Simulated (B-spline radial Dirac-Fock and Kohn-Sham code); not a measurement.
# Two-hole binding energies of Sr⁴⁺

System: the Sr⁴⁺ ion in the configuration 1s2 2s2 2p6 3s2 3p6 3d10 4s2 4p4.

Input file task.json (cfg lists n, l and occupation; rrms is the nuclear radius in fm):

```json
{"items": [{
  "Z": 38,
  "q": 4,
  "cfg": [[1, 0, 2], [2, 0, 2], [2, 1, 6], [3, 0, 2], [3, 1, 6], [3, 2, 10], [4, 0, 2], [4, 1, 4]],
  "A": 88,
  "rrms": 4.224,
  "do": ["binding", "quiet", "double"]
}]}
```

Launch: `python xray_run.py task.json out`

These are calculated numbers from a radial atomic solver; the model is ΔSCF Dirac-Fock with Breit, self-energy and vacuum polarisation, finite nucleus, configuration average. U is the two-hole binding energy less the two single-hole energies, the effective repulsion of the holes after relaxation. Each two-hole energy is an average over J within one jj subconfiguration.

```
          holes  E(a) (eV)  E(b) (eV)  E(ab) (eV)  U (eV)
   1s⁻¹ 2p1/2⁻¹    16165.3     2068.2     18392.2   158.6
   1s⁻¹ 3p1/2⁻¹    16165.3      341.4     16555.8    49.1
   1s⁻¹ 3d3/2⁻¹    16165.3      193.2     16400.9    42.4
           2s⁻²     2282.1     2282.1      4659.9    95.7
   2s⁻¹ 2p1/2⁻¹     2282.1     2068.2      4438.8    88.5
        2p1/2⁻²     2068.2     2068.2      4252.6   116.2
   2p1/2⁻¹ 3s⁻¹     2068.2      419.9      2531.2    43.1
   2s⁻¹ 3d3/2⁻¹     2282.1      193.2      2518.8    43.6
   2s⁻¹ 3d5/2⁻¹     2282.1      191.4      2516.8    43.3
2p1/2⁻¹ 3d3/2⁻¹     2068.2      193.2      2303.8    42.4
2p1/2⁻¹ 3d5/2⁻¹     2068.2      191.4           ?       ?
        3d3/2⁻²      193.2      193.2       422.4    36.0
3d3/2⁻¹ 3d5/2⁻¹      193.2      191.4       421.1    36.5
        3d5/2⁻²      191.4      191.4       419.0    36.1
```

**Question.** Give the missing two-hole energy and U.

**Answer.** E(ab) = 2303.6 eV and U = 43.9 eV.

Run: 55 s of CPU time on 1 thread of Neoverse-N1 (shared host), peak memory 0.42 GiB.
